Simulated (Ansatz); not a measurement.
Saddle point of CH$_{8}$GaN, closed shell (CH₅N ([CH3][NH2]) + GaH₃ → CH₆GaN ([CH3][NH][GaH2]) + H₂; bonds formed: H2–H5; dative contacts that become bonds: Ga1–N6; bonds broken: Ga1–H2, H5–N6), PBE0-D4/def2-TZVP structure:

```json
{"atom": "Ga1", "x (Å)": "-1.5540", "y (Å)": "0.1339", "z (Å)": "-0.0181"}
{"atom": "H2", "x (Å)": "-1.1462", "y (Å)": "-1.7051", "z (Å)": "0.1918"}
{"atom": "H3", "x (Å)": "-1.7257", "y (Å)": "0.3483", "z (Å)": "-1.5549"}
{"atom": "H4", "x (Å)": "-2.5624", "y (Å)": "0.4516", "z (Å)": "1.1302"}
{"atom": "H5", "x (Å)": "-0.3598", "y (Å)": "-1.2027", "z (Å)": "0.4521"}
{"atom": "N6", "x (Å)": "0.3248", "y (Å)": "0.0734", "z (Å)": "0.5662"}
{"atom": "C7", "x (Å)": "1.4052", "y (Å)": "0.3277", "z (Å)": "-0.3651"}
{"atom": "H8", "x (Å)": "0.5233", "y (Å)": "0.4216", "z (Å)": "1.4941"}
{"atom": "H9", "x (Å)": "1.2108", "y (Å)": "-0.2047", "z (Å)": "-1.3007"}
{"atom": "H10", "x (Å)": "1.5203", "y (Å)": "1.3898", "z (Å)": "-0.6170"}
{"atom": "H11", "x (Å)": "2.3635", "y (Å)": "-0.0336", "z (Å)": "0.0214"}
```

Energies are electronic, without zero-point energy. Barriers and step energies count from the start structure reached by relaxing down the imaginary mode; all methods use the PBE0-D4 structures, on which another method's saddle can fall below an end. Ansatz 0.2.0; basis: def2-TZVPP, with def2-QZVPP for the basis limit; cores frozen in the correlated methods. Filled d shells of the heavier atoms are correlated. The def2 sets are not built for correlating such inner shells, so the correlated values are less sure here. B3LYP uses VWN-RPA correlation. Extrapolation: Hartree–Fock as exp(−7.88 √X), correlation as X^−2.97.

```tsv
method	barrier (kJ/mol)	step energy (kJ/mol)
SPW92	135.5	86.1
PBE-D4	144.5	65.2
BLYP-D4	150.8	54.5
r2SCAN-D4	156.1	73.2
B97M-V	170.5	82.0
PBE0-D4	160.2	76.5
B3LYP-D4	163.2	65.4
r2SCAN0-D4	167.1	80.2
BHLYP-D4	?	77.3
CAM-B3LYP-D4	?	72.8
wB97X-V	172.8	75.1
wB97M-V	?	74.0
B2PLYP	167.3	64.8
PBE-QIDH	169.9	78.1
RPA on PBE	171.2	68.6
HF	214.0	79.8
MP2	166.5	65.8
CCSD	181.1	75.5
CCSD(T)	173.7	72.6
```

Task: Fill in the withheld barriers. (Judge from chemistry; the value comes from the calculation.)

Result: Computed: wB97M-V 171.6; BHLYP-D4 181.8; CAM-B3LYP-D4 170.3 kJ/mol. Each is the energy of the saddle less that of the start structure, by the same method.

For comparison, the barrier by CCSD(T) at an estimated basis limit (MP2 extrapolated from triple and quadruple zeta, plus CCSD(T) − MP2 in triple zeta) is 170.0 kJ/mol.

No T1 diagnostic of these runs exceeds 0.015.

The step is the kind of exchange with an N–H group that builds nitride films in atomic layer and chemical vapour deposition.

Labels in which every atom is bracketed show which atoms are joined, not bond orders.

For scale, one of the runs: CCSD(T)/def2-TZVPP, 222 basis functions, launched by `ansatz run in.yaml --threads 4 --pin off --events-out ev --progress --plain --max-ram 9574MiB`. The run took 80 s on 4 CPU threads of an Arm Neoverse V2 (shared host), with 3.5 GiB of host memory at its peak.
